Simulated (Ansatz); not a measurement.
C6H16F2HfN2, SMILES `CC(C)[NH][Hf]([F])([F])[NH]C(C)C`. Charge 0, multiplicity 1. Hf takes the def2 core potential. The geometry is a stationary point of PBE0-D4/def2-TZVP. It is one conformer, not always the lowest.

```xyz
27

C     3.337   -0.087   -0.394
C     2.780    1.268    0.014
C     3.419    1.757    1.304
N     1.333    1.170    0.140
Hf    0.146   -0.455   -0.124
F     0.336   -1.166   -1.907
F     0.640   -1.882    1.076
N    -1.758    0.156    0.222
C    -2.988   -0.622    0.162
C    -3.972   -0.030   -0.834
C    -2.649   -2.061   -0.192
H     4.419   -0.043   -0.524
H     3.132   -0.838    0.379
H     2.908   -0.426   -1.342
H     3.028    1.984   -0.784
H     3.223    1.051    2.115
H     4.502    1.864    1.191
H     3.016    2.730    1.596
H     0.934    2.055    0.431
H    -1.954    1.128    0.437
H    -3.464   -0.625    1.154
H    -4.908   -0.596   -0.847
H    -3.545   -0.040   -1.840
H    -4.212    1.006   -0.579
H    -2.185   -2.117   -1.183
H    -3.547   -2.679   -0.219
H    -1.970   -2.504    0.544
```

Question: What is the dipole moment at ωB97M-V/def2-TZVPP? (An estimate is asked.)

Answer: Ansatz gave: 2.91 D, with components (-0.86, 2.68, 0.73) D in this frame, pointing from negative to positive charge.

Question: And with PBE, r2SCAN, B3LYP? (Best estimate.)

Answer: The calculation gave: PBE 2.89 D, r2SCAN 2.94 D, B3LYP 2.98 D.

Question: Give the Mulliken charges with ωB97M-V, PBE, r2SCAN in def2-TZVPP. (Estimate.)

Answer: Ansatz gave: 
| atom | ωB97M-V | PBE | r2SCAN |
| --- | --- | --- | --- |
| C1 | -0.40 | -0.30 | -0.23 |
| C2 | 0.09 | 0.16 | 0.26 |
| C3 | -0.30 | -0.25 | -0.15 |
| N4 | -0.33 | -0.30 | -0.42 |
| Hf5 | 0.90 | 0.72 | 0.97 |
| F6 | -0.36 | -0.33 | -0.38 |
| F7 | -0.36 | -0.33 | -0.38 |
| N8 | -0.33 | -0.30 | -0.42 |
| C9 | 0.09 | 0.16 | 0.26 |
| C10 | -0.30 | -0.25 | -0.15 |
| C11 | -0.40 | -0.30 | -0.23 |
| H12 | 0.11 | 0.08 | 0.04 |
| H13 | 0.13 | 0.10 | 0.07 |
| H14 | 0.14 | 0.10 | 0.08 |
| H15 | 0.09 | 0.06 | 0.01 |
| H16 | 0.11 | 0.08 | 0.05 |
| H17 | 0.09 | 0.07 | 0.04 |
| H18 | 0.09 | 0.07 | 0.03 |
| H19 | 0.08 | 0.11 | 0.12 |
| H20 | 0.08 | 0.11 | 0.12 |
| H21 | 0.09 | 0.06 | 0.01 |
| H22 | 0.09 | 0.07 | 0.04 |
| H23 | 0.11 | 0.08 | 0.05 |
| H24 | 0.09 | 0.07 | 0.03 |
| H25 | 0.13 | 0.10 | 0.07 |
| H26 | 0.11 | 0.08 | 0.04 |
| H27 | 0.14 | 0.10 | 0.08 |

B3LYP here is the variant with VWN-RPA as its local correlation; programs differ in this.
